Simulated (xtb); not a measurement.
Diatomic O$_{2}$++, closed-shell singlet (not the ground state: that is measured with 2S+1 = 2).

Seven points along R, fitted to fifth degree in 1/R; most abundant isotopes. In def2 and cc sets the state is the lowest found near the PBE0 minimum, followed along R. The singlet is held restricted.

Run with xtb for the GFN methods. 

Energies at GFN2-xTB:

```csv
R (Å),E (hartree)
0.955542,-6.30440211
0.981228,-6.31134985
1.004860,-6.31321706
1.031574,-6.31110501
1.058288,-6.30539056
1.089112,-6.29528837
1.125073,-6.27990385
```

### Question
With a reduced mass of 7.9975 u, find the minimum, the force constant and the constants.

### Answer
A fifth-degree polynomial in 1/R puts the minimum at r_e = 1.0047 Å with force constant 2750 N/m. Then ω_e = (1/2πc)√(k/μ) = 2418 cm⁻¹ and B_e = h/(8π²cμr_e²) = 2.088 cm⁻¹; the cubic and quartic terms give α_e = 0.020 and ω_e x_e = 14 cm⁻¹.
